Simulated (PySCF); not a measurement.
B(Cl)(F)(SH) (BClFHS), SMILES FB(S)Cl. Geometry optimised at B3LYP-D3(BJ)/def2-SVP. One conformer was computed; it need not be the lowest.

Computed with B3LYP-D3(BJ)/def2-SVP (PySCF).

Harmonic wavenumbers (cm⁻¹): 236, 354, 379, 505, 542, 820, 1008, 1333, 2671. Rotational constants (GHz): 6.749, 3.056, 2.103; symmetry number 1.

Work out the zero-point energy and the ideal-gas rigid-rotor harmonic-oscillator thermochemistry at 298.15 K and 1 atm.

ZPE = ½ Σ hcν = ½ × 7847 cm⁻¹ = 46.93 kJ/mol. H − E(el) = 61.38 kJ/mol. Entropy in J/(mol K): translation 165.97, rotation 110.49, vibration 23.16, total 299.62. G − E(el) = -27.95 kJ/mol. Cp = 68.34 J/(mol K).
